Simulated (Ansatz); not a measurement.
Geometry optimisation, Ansatz, RKS PBE/def2-SVP.

input.yaml

```yaml
crystal:
  periodic: [false, false, false]
  atoms:
    - { symbol: Al, position_ang: [-0.505995, -1.075974, -0.135438] }
    - { symbol: "N", position_ang: [0.62898, 1.919379, -0.091474] }
    - { symbol: O, position_ang: [-0.940071, -1.369226, -1.771345] }
    - { symbol: O, position_ang: [-1.720967, -0.944349, 1.068819] }
    - { symbol: H, position_ang: [1.390866, 1.338221, 0.278326] }
    - { symbol: S, position_ang: [1.593291, -1.292842, 0.640143] }
    - { symbol: H, position_ang: [0.366325, 2.586183, 0.644315] }
    - { symbol: H, position_ang: [1.012034, 2.466783, -0.871857] }
    - { symbol: H, position_ang: [-0.294358, -1.541497, -2.47222] }
    - { symbol: H, position_ang: [-2.65321, -0.922786, 0.79632] }
    - { symbol: H, position_ang: [1.123205, -1.163994, 1.914512] }
basis:
  gaussian: { orbitals: def2-SVP }
hamiltonian:
  xc: pbe
relax:
  f_tol: 0.03
  max_steps: 50
output:
  orbitals: {}
```

Launched with:

```bash
$ ansatz run input.yaml --threads 2 --pin off --max-ram 3072MiB --backend cpu --events-out ev --progress --plain --runs-dir out
```

Q: Where does it end, and by what steps?

A: The forces met the threshold. After 12 steps the energy has fallen by 1.065 eV; O3 moved furthest, 1.01 Å. Joined: Al1–N2.

| step | energy less start (eV) | largest force component (eV/Å) | accepted |
| --- | --- | --- | --- |
| 0 | 0.0000 | 0.537 | yes |
| 1 | -0.1667 | 0.410 | yes |
| 2 | -0.4228 | 0.720 | yes |
| 3 | -0.7082 | 0.727 | yes |
| 4 | -0.8366 | 0.886 | yes |
| 5 | -0.9243 | 0.532 | yes |
| 6 | -0.9707 | 0.520 | yes |
| 7 | -1.0231 | 0.531 | yes |
| 8 | -1.0520 | 0.115 | yes |
| 9 | -1.0049 | 1.333 | no |
| 10 | -1.0603 | 0.056 | yes |
| 11 | -1.0644 | 0.042 | yes |
| 12 | -1.0651 | 0.014 | yes |

```xyz
11
Properties=species:S:1:pos:R:3
Al -0.164 -0.478 -0.124
N 0.429 1.456 -0.114
O -0.313 -0.582 -1.860
O -1.549 -0.201 0.905
H 1.375 1.564 0.276
S 1.542 -1.652 0.746
H -0.231 2.019 0.442
H 0.429 1.799 -1.085
H -0.400 -1.440 -2.303
H -2.173 -0.916 1.102
H 1.053 -1.569 2.015
```

Whether the end is a true minimum wasn't checked by a vibrational analysis.

The run took 17 s on 2 threads of Intel(R) Xeon(R) 6975P-C (Granite Rapids) (shared host), peak memory 0.17 GiB.
